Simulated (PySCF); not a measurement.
**SbS at ωB97X**

Level: ωB97X. PySCF, spin-free X2C with a Gaussian nucleus, basis sets Sb x2c-SVPall, S x2c-SVPall.

```json
{
 "state": "²Π (doublet), unpaired electrons π ↑",
 "bond length": "2.201 Å",
 "harmonic wavenumber": "536 cm⁻¹",
 "force constant": "4.28 mdyn/Å",
 "rotational constant Be": "0.1376 cm⁻¹",
 "anharmonicity ωexe": "1.17 cm⁻¹",
 "vibration–rotation constant αe": "0.000429 cm⁻¹",
 "well depth De to Sb + S": "82.9 kcal/mol",
 "dissociation energy D0": "82.2 kcal/mol",
 "bond order (Mayer)": "2.25",
 "dipole moment (positive dipole means Sb(−)S(+))": "-2.54 D"
}
```

Spin–orbit coupling is left out, which matters for elements this heavy, above all for dissociation energies. The state is the lowest determinant that a PBE0 search found; another state may lie lower at other levels.
